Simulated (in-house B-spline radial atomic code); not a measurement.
The numbers below are computed, except where a source is named.
**Correlation energy from the adiabatic connection: −Z exp(−kr)/r, Z = 2.77, k = 0.453**

Two electrons in a singlet, external potential −Z exp(−kr)/r, Z = 2.77, k = 0.453 (atomic units). Full CI in B-splines (partial waves to l = 8, correlation up to 0.6 % small) with the density held fixed gives W(λ) = <V_ee>_λ − U, and E_c is the integral of W(λ) − W(0) from 0 to 1.

| λ | W(λ) − W(0) (hartree) |
| --- | --- |
| 0 | 0.00000 |
| 0.02 | -0.00191 |
| 0.05 | -0.00476 |
| 0.12 | -0.01130 |
| 0.25 | -0.02307 |
| 0.4 | -0.03608 |
| 0.6 | -0.05255 |
| 0.8 | -0.06808 |
| 1 | -0.08275 |

(1) Integrate the table by the trapezoid rule.

(2) Now use only three numbers: W(0) = -1.4594, the initial slope W'(0) = -0.09593 (extrapolated from the first points) and the strong-coupling limit of the point-charge-plus-continuum model, W∞ = -2.0819. What do second-order theory and the interpolation W(λ) = W∞ + (W(0) − W∞)/√(1 + 2χλ) of Seidl, Perdew and Levy give?

Answers

(1) The strips give -0.00002, -0.00010, -0.00056, -0.00223, -0.00444, -0.00886, -0.01206, -0.01508, which sum to -0.04336 hartree. The direct value, W(1) − W(0) + T_c with T_c = 0.03933, is -0.04342; the curve is convex, so chords lie above it and the trapezoids fall short in size by 0.13 %.

(2) Second order keeps the slope alone: E_c = W'(0)/2 = -0.04797, +10 % in size against -0.04342. Matching the slope fixes χ = W'(0)/(W∞ − W(0)) = -0.09593/(-0.62250) = 0.15410. Integrating, with s = √(1 + 2χ) = 1.143770, E_c = −(W(0) − W∞)(s − 1)/(s + 1) = −0.62250 × 0.143770/2.143770 = -0.04175 hartree, -3.9 % in size against the full result. At λ = 1 the formula gives W − W(0) = -0.07825 against -0.08275. Part of the miss can come from the model's W∞.
